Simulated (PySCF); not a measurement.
Vertical excitations of a molecule CH6O3Si2 from TDDFT-PBE0/def2-SVPD in PySCF 2.14.0, as energy in eV (oscillator strength): 2.69 (0.000), 5.15 (0.007), 5.44 (0.028), 5.55 (0.020), 6.35 (0.025), 6.40 (0.000), 6.64 (0.001), 6.94 (0.000), 7.06 (0.005), 7.14 (0.198). Lowest triplet (TDA): 1.98 eV. Coordinates come from a ωB97X-D3(BJ)/def2-SVP optimisation. The values are those of a single conformer.

**Question.** Identify the compound among the candidates.
(A) O=C([SiH2]O)[SiH2]O
(B) [SiH3]O[SiH]1OCO1
(C) O=CO[Si@H](O)[SiH3]
(D) O=C([SiH3])O[SiH2]O

**Answer.** A, O=C([SiH2]O)[SiH2]O
